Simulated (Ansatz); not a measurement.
`[NH2][Al]([OH])[OH]` + `C[CH2][InH][NH2]` → `C[CH2][Al]([NH2])[OH]` + `[NH2][InH][OH]`  (redistribution)

Program: Ansatz. Geometries: PBE0-D4/def2-TZVP. ΔE: electronic, gas phase. CCSD(T)/CBS adds triple-zeta CCSD(T) − MP2 to the extrapolated MP2 energy (def2 sets, frozen cores). DFT in def2-TZVPP. Elements past krypton have def2 core potentials. For In outer-core shells are correlated without core-valence functions, which leaves a few kJ/mol of doubt a bond. Each species was taken in one conformer, which may not be the lowest.

Problem. Is it downhill or uphill in electronic energy at CCSD(T)/CBS, and by how much? (Best estimate.)

Solution. The calculation gave: Uphill: ΔE = +20.4 kcal/mol.

Problem. What do these levels give: r2SCAN-D4, B2PLYP, r2SCANh, MP2/def2-SVP, MP2/def2-TZVPP, CCSD(T)/def2-TZVPP? (An estimate is asked.)

Solution. Ansatz gave: r2SCAN-D4 19.6, B2PLYP 20.3, r2SCANh 20.1, MP2/def2-SVP 20.0, MP2/def2-TZVPP 22.2, CCSD(T)/def2-TZVPP 21.2 kcal/mol.

Largest T1 diagnostic among the species: 0.016.

From PBE to PBE0 (25 % exact exchange), in def2-TZVPP and without D4, ΔE moves by +1.6 kcal/mol. Leaving LDA and LC-ωPBE aside and taking each functional with its dispersion term where it has one, the values, not all of them listed here, spread over 3.6 kcal/mol, from revPBE-D4 to BHLYP-D4. LDA lies +1.8 kcal/mol from PBE without D4.
